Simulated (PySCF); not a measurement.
C4H7O2P.
SMILES with atom numbers: `[CH3:1][C:2]#[C:3][P@@:4]([CH3:5])(=[O:6])[OH:7]` (hydrogens: H8, H9, H10 on C1; H11, H12, H13 on C5; H14 on O7)

Computed by this run: HF/6-31G* geometry optimisation, gas phase in PySCF; density fitting; the optimiser is geomeTRIC in internal coordinates, started from a GFN2-xTB structure.

Step 0: E = -17578.2898 eV
```
atom  x, y, z in Å  |  force x, y, z in eV/Å
C1      2.8762   -1.0049   -0.4720    0.749  -0.308  -0.047
C2      1.5828   -0.3808   -0.3404   -2.120   0.817   0.150
C3      0.4919    0.1169   -0.2425    1.033  -0.244  -0.019
P4     -1.0444    0.9742   -0.0315   -0.305  -0.068  -0.093
C5     -2.1803   -0.2548    0.6900    0.367   0.504  -0.147
O6     -0.9401    2.2673    0.6533    0.042  -0.467  -0.054
O7     -1.6092    1.1486   -1.5342    0.182   0.278   0.358
H8      3.6435   -0.3462   -0.0670   -0.040  -0.209  -0.103
H9      2.8914   -1.9471    0.0745    0.106   0.153  -0.130
H10     3.0905   -1.1987   -1.5223    0.056  -0.007   0.219
H11    -1.8077   -0.5518    1.6665   -0.088  -0.026  -0.110
H12    -2.2572   -1.1203    0.0403   -0.031   0.036   0.089
H13    -3.1551    0.2141    0.8040    0.108  -0.134  -0.010
H14    -1.5830    2.0831   -1.7458   -0.059  -0.326  -0.100
```

**Question.** Estimate the geometry and energy of step 1. (The exact step hangs on the optimiser's Hessian estimate; all steps are aligned on step 0, rigid shifts and turns removed.)

**Answer.** E = -17578.3274 eV, largest force 0.388 eV/Å
```
atom  x, y, z in Å  |  force x, y, z in eV/Å
C1      2.8221   -1.0389   -0.4604   -0.078  -0.076  -0.002
C2      1.5342   -0.3519   -0.3227    0.343   0.179   0.026
C3      0.5255    0.2696   -0.2080   -0.288  -0.047  -0.007
P4     -1.0519    1.0383   -0.0200    0.007   0.003  -0.086
C5     -2.0892   -0.2609    0.6689   -0.048   0.016   0.009
O6     -1.0414    2.3146    0.6881    0.050   0.013   0.084
O7     -1.5917    1.1656   -1.5240   -0.076  -0.068  -0.061
H8      3.6228   -0.4305   -0.0575   -0.029   0.031   0.015
H9      2.8029   -1.9805    0.0745    0.035  -0.040  -0.013
H10     3.0316   -1.2359   -1.5047    0.009  -0.030  -0.013
H11    -1.7154   -0.5457    1.6454    0.005  -0.001  -0.012
H12    -2.0974   -1.1294    0.0205    0.007   0.015   0.017
H13    -3.1015    0.1120    0.7781    0.013   0.007  -0.012
H14    -1.6512    2.0731   -1.8053    0.049  -0.002   0.056
```

The energy changes by -0.0376 eV. The first-order estimate −F·Δx gives -0.1329 eV and the mean of the old and new forces, exact on a quadratic surface, -0.0466 eV. The step makes an angle of 83° with the force vector and moves no atom by more than 0.161 Å.

The cost below is that of the whole optimisation. On Arm Neoverse V1, one thread, no GPU (shared host), this took 31 s wall and 0.50 GiB of memory at its peak.
